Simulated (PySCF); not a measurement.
## Dipole moment and polarisability of trans-Si(PH3)2Cl4

Compound: trans-Si(PH3)2Cl4.
Structure used (PBE0-D3(BJ)/def2-SVP), in Å, numbered top down from 1:
```xyz
13
Cl4H6P2Si angstrom
Si    -0.053   -0.080    0.002
P     -0.065    0.089    2.364
H      0.429    1.308    2.880
H      0.746   -0.865    3.017
H     -1.293   -0.045    3.055
P      0.090   -0.066   -2.362
H      1.191    0.639   -2.900
H     -1.006    0.553   -3.000
H      0.173   -1.302   -3.046
Cl     2.113    0.154    0.178
Cl    -2.201   -0.299   -0.137
Cl    -0.260    2.089   -0.179
Cl     0.166   -2.228    0.150
```

Level: wB97X-D/def2-SVPD (PySCF), static field, nuclei fixed, core orbitals frozen in the response. The polarisability tensor in these axes (au):

```
x   129.53   0.08  -0.91
y     0.08 129.58   0.84
z    -0.91   0.84 148.94
```

**Question.** Diagonalise the tensor; give its mean and Δα, where Δα² is half the sum of the squared differences of the eigenvalues.

**Answer.** Principal values 129.40, 129.64 and 149.02 au; mean 136.02 au = 20.16 Å³ = 22.43 × 10⁻⁴⁰ C²·m²/J; Δα = 19.50 au (14 % of the mean).

**Question.** What is the dipole moment, and where does it point?

**Answer.** (0.20, 0.28, -0.01) D, 0.35 D in size, pointing from the negative to the positive side. Measured along this direction, the outermost atoms are Cl13 at the negative end and Cl12 at the positive end.

**Question.** In a dilute gas of rigid molecules at 350 K, how does the orientational term μ²/3kT compare with the electronic polarisability?

**Answer.** In Gaussian units μ²/3kT = 0.84 Å³ against 20.16 Å³, a ratio of 0.04; the Debye molar polarisation (4π/3)N_A(α + μ²/3kT) is 53.0 cm³/mol, leaving out the vibrational part.

**Question.** What would n − 1 = 2πNα be for an ideal gas of these molecules at 400 K and 1 atm, electronic part alone?

**Answer.** N = p/kT = 1.8347 × 10¹⁹ cm⁻³, so n − 1 = 2π × N × 20.16 × 10⁻²⁴ cm³ = 2324 × 10⁻⁶ at long wavelengths, for an ideal gas.

**Question.** Rayleigh depolarisation ratio (linearly polarised light, static tensor)?

**Answer.** ρ = 3Δα²/(45ᾱ² + 4Δα²) = 1140.9/(832534 + 1521.3) = 0.00137.

**Question.** Sum over states: ᾱ = Σ f/ω², ω in Eh. What share falls to these 10 lowest TDDFT singlets (eV, f)? 5.12, 0.0000; 5.79, 0.0758; 6.04, 0.0193; 6.04, 0.0181; 6.26, 0.0001; 6.62, 0.0001; 6.70, 0.0002; 6.85, 0.0002; 6.92, 0.0013; 6.94, 0.0004.

**Answer.** They add up to 2.47 au, 1.8 % of the 136.02 au; the largest single term is 1.67 au, from the state at 5.79 eV. Terms in order: 0.00, 1.67, 0.39, 0.37, 0.00, 0.00, 0.00, 0.00, 0.02, 0.01 au. Higher excitations give the rest. The strengths listed sum to 0.116.

Geometry: PBE0-D3(BJ)/def2-SVP; no solvent, vibrations or thermal averaging.

Note: wB97X-D ran without an empirical dispersion term, which enters the total energy and its gradient alone.
